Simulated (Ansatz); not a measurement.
Z-matrix (Å, degrees):
```
Si
Si 1 2.340
H 1 1.489 2 110.0
H 1 1.489 2 110.0 3 119.6
H 1 1.485 2 109.2 3 -120.2
S 2 2.141 1 114.9 3 71.1
S 2 2.141 1 114.9 3 169.2
H 2 1.491 1 110.2 3 -59.8
C 6 1.832 2 83.5 1 114.7
H 9 1.089 6 110.1 2 -117.9
H 9 1.089 6 110.0 2 120.7
```

The species carries charge 0 and has multiplicity 1.

Question: List the PBE0/def2-TZVPP orbital energies in eV (the Gaussian-basis code of Ansatz). (An estimate is asked.)

Answer: Ansatz gave: Occupied: -2422.49, -2422.49, -1803.70, -1802.58, -280.23, -217.82, -217.82, -161.67, -161.67, -161.58, -161.57, -161.46, -161.46, -145.92, -144.97, -100.62, -100.57, -100.53, -99.62, -99.61, -99.61, -23.20, -19.55, -17.94, -15.49, -13.35, -13.01, -11.86, -11.33, -10.24, -10.01, -9.60, -8.82, -8.24, -7.41, -6.85. Lowest empty: -1.13, -1.07, 0.24, 0.63, 1.26, 1.34, 1.57, 1.91.
